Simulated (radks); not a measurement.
Problem. The mean radii <r> (bohr) of the occupied orbitals of an atom or ion are listed with their occupations. All-electron calculation, scalar-relativistic Kohn-Sham, HCTH/407, spin-polarised, spherical densities, point nucleus. Program: a radial shooting solver on a logarithmic mesh with Libxc functionals.

| orbital | occ. | <r> |
|---|---|---|
| 1s up | 1 | 0.01659 |
| 1s down | 1 | 0.01659 |
| 2s up | 1 | 0.06992 |
| 2s down | 1 | 0.06992 |
| 2p up | 3 | 0.06328 |
| 2p down | 3 | 0.06328 |
| 3s up | 1 | 0.1806 |
| 3s down | 1 | 0.1806 |
| 3p up | 3 | 0.1821 |
| 3p down | 3 | 0.1821 |
| 3d up | 5 | 0.1649 |
| 3d down | 5 | 0.1649 |
| 4s up | 1 | 0.3990 |
| 4s down | 1 | 0.3990 |
| 4p up | 3 | 0.4251 |
| 4p down | 3 | 0.4251 |
| 4d up | 5 | 0.4481 |
| 4d down | 5 | 0.4480 |
| 5s up | 1 | 0.8969 |
| 5s down | 1 | 0.8944 |
| 4f up | 7 | 0.4805 |
| 4f down | 7 | 0.4797 |
| 5p up | 3 | 1.024 |
| 5p down | 3 | 1.022 |
| 5d up | 5 | 1.324 |
| 5d down | 3 | 1.333 |

Name the element and its charge. Open shells, if any, are filled with parallel spins first.

Solution. Z = 80, mercury, charge +4: Hg4+ in [Xe] 4f14 5d8. The 1s radius gives Z: for a bare nucleus <r> = (2 gamma + 1)/(2Z) with gamma = sqrt(1 - (Z/c)^2), 0.0164 bohr for Z = 80, and screening makes it slightly larger (0.01659 here). The occupations add up to 76, and the charge is Z minus that.
